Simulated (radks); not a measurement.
Spherical quantum dot in the effective-mass picture: electrons in a hard-walled sphere of radius 9.2, with a point charge +1 (a donor) at the centre, all in effective atomic units (hartree* = m*/eps^2 hartree, bohr* = eps/m* bohr), one dielectric constant everywhere. Method: non-relativistic Kohn-Sham, LDA (Slater exchange, Perdew-Wang correlation), spin-polarised, spherical densities; computed with a radial shooting solver with Libxc functionals. Levels are named by radial order and angular momentum (1s, 1p, 1d, 2s, ...), and open shells are averaged over m. Results are scaled to m* = 0.445 and eps = 10.1, for which hartree* = 118.7 meV and bohr* = 1.201 nm. Each electron was tried in the lowest free levels, single moves between levels near the top were tried too, and the lowest total energy was kept; such a search can miss a lower state. At N = 1 the Hartree and exchange-correlation terms need not cancel, so that row can carry a self-interaction error.

N	open shells	2S	mu = E(N) - E(N-1) (meV)	addition energy mu(N+1) - mu(N) (meV)	rms radius (nm)
1	1s(up 1, down 0)	1	-56.824	53.44	2.207
2	none	0	-3.3854	34.76	3.502
3	1p(up 1, down 0)	1	31.372	14.40	5.184
4	1p(up 2, down 0)	2	45.776	15.17	5.945
5	1p(up 3, down 0)	3	60.942	17.25	6.419
6	1p(up 3, down 0) 2s(up 1, down 0)	4	78.191	17.19	6.741
7	1p(up 3, down 1) 2s(up 1, down 0)	3	95.385	14.66	6.998
8	1p(up 3, down 2) 2s(up 1, down 0)	2	110.05	14.92	7.195
9	2s(up 1, down 0)	1	124.97	21.14	7.354
10	1d(up 1, down 0) 2s(up 1, down 0)	2	146.11	14.82	7.498
11	1d(up 2, down 0) 2s(up 1, down 0)	3	160.93	14.85	7.620
12	1d(up 3, down 0) 2s(up 1, down 0)	4	175.78	14.86	7.723
13	1d(up 4, down 0) 2s(up 1, down 0)	5	190.65	14.87	7.814
14	1d(up 5, down 0) 2s(up 1, down 0)	6	205.51	18.05	7.894
15	1d(up 5, down 1) 2s(up 1, down 0)	5	223.56	14.59	7.966
16	1d(up 5, down 2) 2s(up 1, down 0)	4	238.15	14.63	8.031
17	1d(up 5, down 3) 2s(up 1, down 0)	3	252.78	14.66	8.089
18	1d(up 5, down 4) 2s(up 1, down 0)	2	267.44	14.67	8.142
19	2s(up 1, down 0)	1	282.11	22.35	8.191
20	2s(up 1, down 0) 1f(up 1, down 0)	2	304.46	14.55	8.241
21	2s(up 1, down 0) 1f(up 2, down 0)	3	319.01	14.55	8.286
22	2s(up 1, down 0) 1f(up 3, down 0)	4	333.56	14.56	8.328
23	2s(up 1, down 0) 1f(up 4, down 0)	5	348.12	14.56	8.367
24	2s(up 1, down 0) 1f(up 5, down 0)	6	362.67	14.55	8.404
25	2s(up 1, down 0) 1f(up 6, down 0)	7	377.22	14.55	8.438
26	2s(up 1, down 0) 1f(up 7, down 0)	8	391.77	17.70	8.470
27	2s(up 1, down 0) 1f(up 7, down 1)	7	409.47	14.40	8.501
28	2s(up 1, down 0) 1f(up 7, down 2)	6	423.87	14.41	8.530
29	2s(up 1, down 0) 1f(up 7, down 3)	5	438.29	14.42	8.557
30	2s(up 1, down 0) 1f(up 7, down 4)	4	452.71	14.42	8.583
31	2s(up 1, down 0) 1f(up 7, down 5)	3	467.13	14.42	8.608
32	2s(up 1, down 0) 1f(up 7, down 6)	2	481.55	14.42	8.631
33	2s(up 1, down 0)	1	495.97	23.63	8.654
34	2s(up 1, down 0) 1g(up 1, down 0)	2	519.60	14.35	8.677
35	2s(up 1, down 0) 1g(up 2, down 0)	3	533.95	14.35	8.699
36	2s(up 1, down 0) 1g(up 3, down 0)	4	548.30	14.35	8.720
37	2s(up 1, down 0) 1g(up 4, down 0)	5	562.64	14.35	8.740
38	2s(up 1, down 0) 1g(up 5, down 0)	6	576.99	14.34	8.759
39	2s(up 1, down 0) 1g(up 6, down 0)	7	591.33	14.34	8.778
40	2s(up 1, down 0) 1g(up 7, down 0)	8	605.67	-	8.796

All shells are closed at N = 2 (there: 1s2); the second difference of the energy has clear peaks (12 % above both neighbours; the first and last values, which can be the largest, are not judged, and half-filled shells can peak too) at N = 9, 14, 19, 26, 33.
